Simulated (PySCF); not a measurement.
C4H12Ge, triplet, at the geometry of the source list (a higher spin typed on purpose: for a closed-shell molecule this is an excited state).

Input for PySCF:
```python
from pyscf import gto, scf, dft

mol = gto.M(
    atom='''
Ge    0.73830000    1.69310000    0.19690000
C    -0.05660000   -0.13480000   -0.01790000
C    -0.23480000   -0.76880000    1.35770000
C     0.87540000   -0.99630000   -0.86300000
C    -1.41360000   -0.01690000   -0.70370000
H     1.96980000    1.67370000    1.04740000
H     1.12640000    2.30020000   -1.12050000
H    -0.22250000    2.64310000    0.84550000
H    -0.66120000   -1.77000000    1.26630000
H     0.72300000   -0.85220000    1.86990000
H    -0.90450000   -0.16830000    1.97240000
H     1.84840000   -1.09430000   -0.38190000
H     1.02290000   -0.55210000   -1.84820000
H     0.45900000   -1.99480000   -0.99710000
H    -1.30850000    0.41750000   -1.69900000
H    -2.08280000    0.61920000   -0.11980000
H    -1.87860000   -0.99840000   -0.80510000
''',
    basis='def2-svp',
    spin=2,
    verbose=4,
)

mf = dft.UKS(mol)
mf.xc = 'revpbe'
mf.grids.atom_grid = (99, 590)
mf.grids.prune = None
mf.kernel()
```

What does this run give for the number of basis functions, nuclear repulsion energy, Mulliken (on the basis functions themselves) charges in atom order, <S^2>?


The number of basis functions is 148. The nuclear repulsion energy is 378.1253 Eh, the Mulliken (on the basis functions themselves) charges in atom order is Ge1 -0.22, C2 -0.29, C3 0.13, C4 0.13, C5 0.13, H6 -0.01, H7 -0.01, H8 -0.01, H9 0.04, H10 0.00, H11 0.00, H12 0.00, H13 0.00, H14 0.04, H15 0.00, H16 0.00, H17 0.04 and the <S^2> is 2.003.

These values belong to the state on which the SCF converged, which isn't shown to be the lowest.
